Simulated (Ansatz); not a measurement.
`F[SiH2]S[SiH](F)F`, relaxed with RKS PBE0-D4/def2-TZVP in the Gaussian-basis code of Ansatz from a PBE-D4/def2-SVP geometry. The force threshold is 0.005 eV/Å; the program also tests the step.

Total charge 0; spin multiplicity 1.

Start:

```xyz
9

F     1.036    0.536    2.222
Si    1.010   -0.644    1.092
S     1.175    0.196   -0.896
Si   -0.885    0.651   -1.207
F    -1.703   -0.649   -1.742
F    -1.565    1.046    0.221
H    -0.259   -1.418    1.240
H     2.240   -1.478    1.255
H    -1.048    1.760   -2.185
```

(1) How much energy does the relaxation release, and in how many steps? (Best estimate.)

(2) Which bonds change most? (Estimate.)

(3) Give the relaxed structure. (Estimate.)

Results:

(1) Ansatz gave: 0.12 eV, in 13 steps.

(2) The calculation gave: Si4–F6 from 1.630 to 1.585 Å; Si4–F5 from 1.627 to 1.584 Å; F1–Si2 from 1.634 to 1.592 Å; Si2–S3 from 2.165 to 2.135 Å.

(3) Ansatz gave: 
```xyz
9

F     1.065    0.402    2.269
Si    1.011   -0.647    1.073
S     1.165    0.360   -0.804
Si   -0.887    0.664   -1.174
F    -1.605   -0.695   -1.557
F    -1.620    1.192    0.128
H    -0.265   -1.385    1.161
H     2.200   -1.516    1.175
H    -1.063    1.624   -2.272
```
